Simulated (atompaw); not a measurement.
# Pseudopotential generation for caesium: PAW (atompaw), LDA (PW92), scalar-relativistic.

Cs (Z = 55), PAW, made with atompaw 4.2.0.5 (LDA (PW92), scalar-relativistic). Core [Kr] 4d10 5s2, reference 5p6 5d0 6s1 6p0. Waves: 6s (bound): rc 3.00 bohr; 6s channel at 2.65 Ry: rc 3.00 bohr; 5p (bound): rc 2.60 bohr; 6p (bound, empty): rc 3.00 bohr; 5d (bound, empty): rc 3.00 bohr; 5d channel at 3.2 Ry: rc 3.00 bohr. Local part: troulliermartins scheme with l = 3 at 0 Ry, radius 2.25 bohr. Core correction: smooth core density matched at 1.65 bohr. Augmentation charge: besselshape compensation charge, radius 2.35 bohr; PAW radius 3.00 bohr; waves and projectors: modrrkj vanderbiltortho.

All-electron outer shells of the reference configuration (LDA (PW92), scalar-relativistic, ld1.x):

| shell | level (eV) | outermost node (bohr) | outermost maximum (bohr) |
| --- | --- | --- | --- |
| 4d | -74.26 | 0.33 | 0.72 |
| 5s | -26.90 | 0.82 | 1.54 |
| 5p | -13.61 | 0.89 | 1.76 |
| 6s | -2.22 | 2.10 | 4.68 |
| 6p | -0.78 | 2.61 | 6.55 |
| 5d | -0.48 | 1.06 | 3.46 |

(1) Estimate the cutoffs (Ry, on a coarse ladder) from which the occupation-weighted sum of valence levels, in a spherical-Bessel basis at the reference potential, stays within 10 and 1 mRy of its value at 400 Ry.

(2) Does the potential have ghost states?

(3) Is the overlap operator S = 1 + Σ q|β⟩⟨β| positive definite (Bessel basis up to 400 Ry)?

(4) Which valence shell sets the plane-wave cutoff?

Answers

(1) 10 Ry and 15 Ry.

(2) Ghost states, extra bound levels that the all-electron valence spectrum of the same l lacks: s at -123.7 eV, s at -27.2 eV. A true bound ghost makes a file unfit for plane-wave use.

(3) Yes: its lowest eigenvalue is 0.21 (s channel).

(4) 5p: its level needs 10 Ry to come within 1 mRy, against 6 Ry for 6s.
